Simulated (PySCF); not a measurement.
**`[C@@H]1(F)C=C[C@H](C#C)C1`, C7H7F**

Geometry:
```
atom   x (Å)   y (Å)   z (Å)
  C1   2.970  -0.696   0.171
  C2   1.780  -0.751   0.051
  C3   0.337  -0.791  -0.079
  C4  -0.362  -0.431   1.208
  C5  -1.324   0.455   1.026
  C6  -1.448   0.854  -0.416
  F7  -1.474   2.230  -0.566
  C8  -0.205   0.250  -1.084
  H9   4.013  -0.652   0.270
 H10   0.048  -1.807  -0.380
 H11  -0.077  -0.886   2.140
 H12  -1.973   0.874   1.774
 H13  -2.391   0.501  -0.858
 H14  -0.425  -0.188  -2.056
 H15   0.527   1.047  -1.221
```

Computed with PySCF, TDDFT CAM-B3LYP/aug-cc-pVDZ circular dichroism and optical rotation, one conformer, gas phase. Geometry: GFN2-xTB.

Stereocentres: C3 R, C6 S.

**Question.** Give the optical rotatory dispersion at 633, 589.3, 546, 436, 405, 365, 355 nm.

**Answer.** [α] in deg dm⁻¹ (g/mL)⁻¹:
| λ (nm) | origin-invariant length gauge | modified velocity gauge | length gauge (centre of mass) | isotropic polarisability (au) |
| --- | --- | --- | --- | --- |
| 633 | +111.7 | +109.7 | +111.9 | 80.7 |
| 589.3 | +131.5 | +129.1 | +131.6 | 81.0 |
| 546 | +157.0 | +154.2 | +157.2 | 81.5 |
| 436 | +272.6 | +268.2 | +272.9 | 83.2 |
| 405 | +331.0 | +325.8 | +331.3 | 84.1 |
| 365 | +441.9 | +435.3 | +442.3 | 85.5 |
| 355 | +479.2 | +472.1 | +479.6 | 86.0 |

**Question.** And for the mirror image at 589.3 nm?

**Answer.** -131.5 deg dm⁻¹ (g/mL)⁻¹ (origin-invariant length gauge): the same size and the opposite sign.

**Question.** What is the molar rotation [Φ] = [α]·M/100 of the geometry above at 589.3 nm?

**Answer.** With M = 110.13 g/mol, +144.8 deg cm² dmol⁻¹ (origin-invariant length gauge).

The first excitation lies at 6.50 eV (191 nm) with R = -2.0 × 10⁻⁴⁰ esu² cm² (velocity form).
